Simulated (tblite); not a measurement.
Species: C7H6O3Si.
Geometry (GFN2-xTB, Å), atoms numbered from 1 in this order:
```
atom  x, y, z in Å
O1    -3.892   -0.515   -0.745
C2    -3.190    0.048    0.051
C3    -1.707    0.019    0.022
C4    -1.046   -0.660   -0.931
C5     0.426   -0.701   -0.980
O6     1.035   -1.317   -1.835
C7     1.156    0.041    0.059
Si8    3.041   -0.104   -0.143
C9     0.490    0.715    1.006
C10   -0.978    0.770    1.083
O11   -1.562    1.386    1.953
H12   -3.599    0.643    0.885
H13   -1.590   -1.202   -1.695
H14    3.624    0.677    0.949
H15    3.386   -1.516   -0.025
H16    3.385    0.464   -1.441
H17    1.014    1.264    1.776
```

Level: GFN2-xTB in tblite, geometry and Hessian alike; calculated harmonic values, unscaled, isolated species. This tight-binding method is rough: wavenumbers can miss measured ones by several per cent, in bad cases by 10 to 20. Modes of hydrogen on silicon can be 10 to 20 % off. One conformer, not necessarily the lowest.

Harmonic wavenumbers (cm⁻¹): 31.4, 87.5, 105.1, 127.2, 127.4, 142.7, 175.5, 260.8, 293.2, 341.0, 355.6, 451.4, 490.6, 517.0, 551.2, 604.8, 608.4, 620.0, 740.8, 741.3, 754.7, 771.6, 784.3, 801.5, 853.9, 896.5, 939.3, 984.7, 1078.6, 1164.6, 1182.2, 1268.2, 1288.6, 1361.6, 1617.9, 1640.0, 1672.0, 1686.5, 1756.3, 2271.7, 2310.1, 2315.9, 2835.3, 3057.8, 3070.4.

A = 1883, B = 620.6, C = 469.3 MHz; mass 166.009 u (most abundant isotopes); point group Cs, symmetry number 1.

Task: What is the zero-point energy?

Result: ½Σν̃ = 22869 cm⁻¹ = 65.39 kcal/mol.

Task: What is S at 400 K and 1 bar for an ideal gas of classical rigid rotors and harmonic oscillators?

Result: Translation 42.71, rotation 31.63, vibration 47.37: S = 121.7 cal/(mol K).

Task: And Cp and H(400 K) − H(0)?

Result: Cp = 52.89 cal/(mol K), of which vibrations give 44.94 (their classical limit is 45 R = 89.4); H(400 K) − H(0) = 12.83 kcal/mol without the zero-point energy, 9.65 from vibrations.

Task: Blend soft modes into free rotors: weight 1/[1 + (100 cm⁻¹/ν̃)⁴] for the oscillator and the rest for a rotor with moment μB/(μ + B), μ = h/(8π²ν), B = 10⁻⁴⁴ kg m². What vibrational entropy results?

Result: 43.86 cal/(mol K) in place of 47.37, which changes −T·S at 400 K by +1.40 kcal/mol.

Task: How do the functions run with temperature in this model?

Result: 
```tsv
T (K)	S (cal/(mol K))	Cp (cal/(mol K))	H − H(0) (kcal/mol)	G − H(0) (kcal/mol)	ln q(vib)
100	74.1	21.3	1.43	-5.98	2.22
200	92.4	32.9	4.13	-14.34	5.44
300	107.8	43.8	7.98	-24.36	8.61
500	134.3	60.1	18.50	-48.66	14.67
800	166.0	74.4	38.90	-93.92	22.89
1000	183.3	80.1	54.40	-128.89	27.79
```

q(vib) and H(0) count from the zero-point level.

Task: What must be added to the electronic energy to get the Gibbs energy at 400 K and 1 bar?

Result: ZPE + [H(400 K) − H(0)] − T·S = 65.39 + 12.83 − 48.68 = 29.54 kcal/mol.

Hindered rotation and anharmonicity are outside this model. Other conformers, if any are populated, would add a mixing term that is left out.
